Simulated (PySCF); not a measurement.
A structure optimised at PBE-D3(BJ)/def2-SVP, used in a PySCF frequency run:

```
C
N 1 1.3096
C 2 1.4961 1 91.94
H 3 1.1086 2 111.38 1 -107.15
H 3 1.1108 4 109.40 2 127.91
C 1 1.5218 2 96.85 3 -6.79
F 6 1.3766 1 119.02 2 125.14
H 6 1.1146 7 108.65 1 -130.86
Si 1 1.8952 2 127.79 3 174.90
H 9 1.4997 1 109.37 2 8.44
H 9 1.5035 10 110.31 1 119.92
H 9 1.5043 10 110.70 11 120.02
```
Charge 0, spin multiplicity 1.

Q: Write its SMILES and formula.

A: F[C@@H]1CN=C1[SiH3], C3H6FNSi

Q: What are its rotational constants (standard atomic weights)?

A: 4.6708, 2.0314, 1.5058 GHz
